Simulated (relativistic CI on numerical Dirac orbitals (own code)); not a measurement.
Inner-shell lines of Kr⁺

Method of calculation: Dirac-Coulomb-Breit CI, separate exchange-only KLI orbitals for each configuration, a model potential for QED, unscaled Slater integrals (own radial code, finite nucleus).

CI space (outside the closed core 1s2 2p6 3s2 3p6 3d10): 2s2.4s2.4p5, 2s.4s2.4p6, 2s.4s2.4p5.5p, 2s.4s.4p6.5p, 2s2.4s.4p6. Levels of other configurations are missing.

The table holds the strongest lines. The upper levels have an inner-shell vacancy. Auger decay, open to those above the ionisation limit, is not computed, and radiative decays to configurations outside the model are missing too. Absolute energies can be off by a few tenths of a per cent, and with unscaled integrals term splittings come out 10 to 25 % too wide, so close lines can change order. LS names give the leading component, which can be well under half, for lower levels too. Brackets number the levels in order of energy.

```csv
λ (Å),Upper,Lower,A (s⁻¹),gA (s⁻¹)
6.468,2s.4s2.4p6 2S_1/2 [4],2s2.4s2.4p5 2P°_1/2 [2],1.14e+12,2.29e+12
6.46573,2s.4s2.4p6 2S_1/2 [4],2s2.4s2.4p5 2P°_3/2 [1],2.07e+12,4.14e+12
6.40637,2s.4s2.4p5.5p 2S_1/2 [6],2s2.4s2.4p5 2P°_1/2 [2],8.65e+09,1.73e+10
6.40548,2s.4s2.4p5.5p 4D_3/2 [9],2s2.4s2.4p5 2P°_1/2 [2],2.96e+08,1.19e+09
6.40505,2s.4s2.4p5.5p 2P_3/2 [11],2s2.4s2.4p5 2P°_1/2 [2],4.81e+08,1.93e+09
6.40497,2s.4s2.4p5.5p 2P_1/2 [12],2s2.4s2.4p5 2P°_1/2 [2],7.46e+08,1.49e+09
6.40474,2s.4s2.4p5.5p 4S_3/2 [5],2s2.4s2.4p5 2P°_3/2 [1],1.09e+08,4.36e+08
6.40468,2s.4s2.4p5.5p 2P_3/2 [14],2s2.4s2.4p5 2P°_1/2 [2],2.81e+09,1.12e+10
6.40415,2s.4s2.4p5.5p 2S_1/2 [6],2s2.4s2.4p5 2P°_3/2 [1],1.34e+11,2.68e+11
6.40362,2s.4s2.4p5.5p 4P_1/2 [15],2s2.4s2.4p5 2P°_1/2 [2],3.53e+09,7.07e+09
6.40362,2s.4s2.4p5.5p 4D_5/2 [8],2s2.4s2.4p5 2P°_3/2 [1],5.06e+10,3.03e+11
6.40326,2s.4s2.4p5.5p 4D_3/2 [9],2s2.4s2.4p5 2P°_3/2 [1],2.92e+09,1.17e+10
6.40325,2s.4s2.4p5.5p 2D_5/2 [10],2s2.4s2.4p5 2P°_3/2 [1],1.15e+11,6.92e+11
6.4029,2s.4s2.4p5.5p 2P_1/2 [16],2s2.4s2.4p5 2P°_1/2 [2],1.81e+10,3.63e+10
6.40283,2s.4s2.4p5.5p 2P_3/2 [11],2s2.4s2.4p5 2P°_3/2 [1],1.06e+11,4.26e+11
6.40276,2s.4s2.4p5.5p 2D_3/2 [17],2s2.4s2.4p5 2P°_1/2 [2],4.04e+10,1.62e+11
6.40274,2s.4s2.4p5.5p 2P_1/2 [12],2s2.4s2.4p5 2P°_3/2 [1],9.74e+08,1.95e+09
6.4027,2s.4s2.4p5.5p 4P_5/2 [13],2s2.4s2.4p5 2P°_3/2 [1],1.70e+09,1.02e+10
6.40262,2s.4s2.4p5.5p 2D_3/2 [18],2s2.4s2.4p5 2P°_1/2 [2],8.87e+10,3.55e+11
6.40246,2s.4s2.4p5.5p 2P_3/2 [14],2s2.4s2.4p5 2P°_3/2 [1],5.53e+10,2.21e+11
6.40231,2s.4s2.4p5.5p 2P_1/2 [20],2s2.4s2.4p5 2P°_1/2 [2],1.11e+11,2.22e+11
6.40218,2s.4s2.4p5.5p 2P_3/2 [21],2s2.4s2.4p5 2P°_1/2 [2],3.55e+10,1.42e+11
6.4014,2s.4s2.4p5.5p 4P_1/2 [15],2s2.4s2.4p5 2P°_3/2 [1],2.06e+10,4.12e+10
6.40051,2s.4s2.4p5.5p 2S_1/2 [22],2s2.4s2.4p5 2P°_1/2 [2],2.87e+10,5.74e+10
6.4004,2s.4s2.4p5.5p 2D_3/2 [18],2s2.4s2.4p5 2P°_3/2 [1],9.01e+08,3.60e+09
6.40017,2s.4s2.4p5.5p 2D_5/2 [19],2s2.4s2.4p5 2P°_3/2 [1],1.81e+08,1.09e+09
6.40009,2s.4s2.4p5.5p 2P_1/2 [20],2s2.4s2.4p5 2P°_3/2 [1],1.10e+10,2.19e+10
6.39996,2s.4s2.4p5.5p 2P_3/2 [21],2s2.4s2.4p5 2P°_3/2 [1],3.63e+09,1.45e+10
6.39851,2s.4s.4p6.5p 4P°_1/2 [23],2s2.4s.4p6 2S_1/2 [3],1.42e+09,2.83e+09
6.39845,2s.4s.4p6.5p 4P°_3/2 [24],2s2.4s.4p6 2S_1/2 [3],4.90e+09,1.96e+10
6.39829,2s.4s2.4p5.5p 2S_1/2 [22],2s2.4s2.4p5 2P°_3/2 [1],4.73e+09,9.45e+09
6.39771,2s.4s.4p6.5p 2P°_3/2 [26],2s2.4s.4p6 2S_1/2 [3],1.40e+11,5.60e+11
6.39764,2s.4s.4p6.5p 2P°_1/2 [27],2s2.4s.4p6 2S_1/2 [3],1.42e+11,2.84e+11
6.39479,2s.4s.4p6.5p 2P°_1/2 [28],2s2.4s.4p6 2S_1/2 [3],3.05e+10,6.10e+10
6.39455,2s.4s.4p6.5p 2P°_3/2 [29],2s2.4s.4p6 2S_1/2 [3],2.79e+10,1.12e+11
```
